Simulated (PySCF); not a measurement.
Calculated molecular-ion clusters (M+•, centroid m/z and relative intensity) of several compounds:

1. 141.0702 (100.0), 142.0733 (8.1)
2. 195.9842 (100.0), 196.9841 (27.7), 197.9815 (19.9), 198.9812 (4.0), 199.9787 (1.5)
3. 184.0002 (100.0), 185.0005 (18.6), 185.9976 (11.6), 186.9979 (1.4), 187.9951 (0.4)
4. 155.9948 (100.0), 156.9982 (5.5), 157.9919 (32.1), 158.9953 (1.7)

Lines and terms under 0.3 % are left out. Candidates, as SMILES:
A. `CC[C@H](C)n1ccpc1`
B. `FC[C@H]([SiH3])[SiH]1[SiH2][SiH2][SiH2]1`
C. `FC(F)(F)[C@@]12C[C@@H]1[C@@H]2Cl`
D. `COC(F)(F)[Si@@H]1C[SiH2][SiH2]1`

Problem. Match clusters and compounds, and give each formula.

Solution. 
1 = A, C7H12NP, monoisotopic mass of the neutral 141.0707 u; relative to that species, one 13C gives 7.6 % at +1 and one 15N gives 0.4 % at +1.
2 = B, C2H13FSi5, monoisotopic mass of the neutral 195.9848 u; relative to that species, one 29Si gives 25.4 % at +1, one 13C gives 2.2 % at +1 and one 30Si gives 16.7 % at +2.
3 = D, C3H10F2OSi3, monoisotopic mass of the neutral 184.0008 u; relative to that species, one 29Si gives 15.2 % at +1, one 13C gives 3.2 % at +1 and one 30Si gives 10.0 % at +2.
4 = C, C5H4ClF3, monoisotopic mass of the neutral 155.9954 u; relative to that species, one 13C gives 5.4 % at +1 and one 37Cl gives 32.0 % at +2.

Problem. Weight all lines of cluster 1 by their intensities. What mean results?

Solution. 141.150 u over all lines, faint ones too (the ion lacks one electron, 0.0005 u); standard atomic weights give 141.154 g/mol for C7H12NP.

Problem. Give the exact less the nominal mass of each, in mDa.

Solution. C7H12NP +70.7, C2H13FSi5 -15.2, C5H4ClF3 -4.6, C3H10F2OSi3 +0.8 (neutral, monoisotopic).

Abundances used (%; other tables differ somewhat): 12C 98.93, 13C 1.07; 14N 99.632, 15N 0.368; 1H 99.9885, 2H 0.0115; 28Si 92.2297, 29Si 4.6832, 30Si 3.0872; 16O 99.757, 17O 0.038, 18O 0.205; 35Cl 75.78, 37Cl 24.22.

A cluster can't tell isomers apart.
